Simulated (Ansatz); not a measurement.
NaB+, multiplicity 2 (lowest of 2S+1 = 2, 4 at CCSD(T)/def2-TZVPP on PBE0 minima; our sources give no spin for the ground state, which may be another), most abundant isotopes (11.0093 and 22.9898 u). Constants from fifth-degree fits in 1/R to seven points on the lowest solution found; no spin–orbit coupling, no relativity up to Kr; ω_e x_e and α_e move by some per cent with the fit.

Correlated levels freeze the inner cores; with def2 sets outer-core shells near the valence are correlated too.

Run with Ansatz (Gaussian basis) for Hartree–Fock, density functionals and correlated methods. 

```tsv
level	r_e (Å)	ω_e (cm⁻¹)	ω_e x_e (cm⁻¹)	α_e (cm⁻¹)
PBE/def2-TZVPP	2.8836	195.6	2.37	0.00485
CCSD(T)/def2-QZVPP	2.8517	204.0	2.03	0.00493
```

**Question.** Derive the rotational constants, the centrifugal constant, the fundamental, the zero-point energy and the force constant.

**Answer.** 
μ = 7.44436 u.
- PBE/def2-TZVPP: B_e = 16.8576/(μ r_e²) = 0.27233 cm⁻¹; B₀ = B_e − α_e/2 = 0.26990 cm⁻¹; D = 4B_e³/ω_e² = 2.11e-06 cm⁻¹; fundamental ω_e − 2ω_e x_e = 191 cm⁻¹; zero-point energy ω_e/2 − ω_e x_e/4 = 97 cm⁻¹; k = μ(2πcω_e)² = 16.8 N/m
- CCSD(T)/def2-QZVPP: B_e = 16.8576/(μ r_e²) = 0.27845 cm⁻¹; B₀ = B_e − α_e/2 = 0.27598 cm⁻¹; D = 4B_e³/ω_e² = 2.07e-06 cm⁻¹; fundamental ω_e − 2ω_e x_e = 200 cm⁻¹; zero-point energy ω_e/2 − ω_e x_e/4 = 102 cm⁻¹; k = μ(2πcω_e)² = 18.3 N/m

Ansatz is a program for electronic structure.
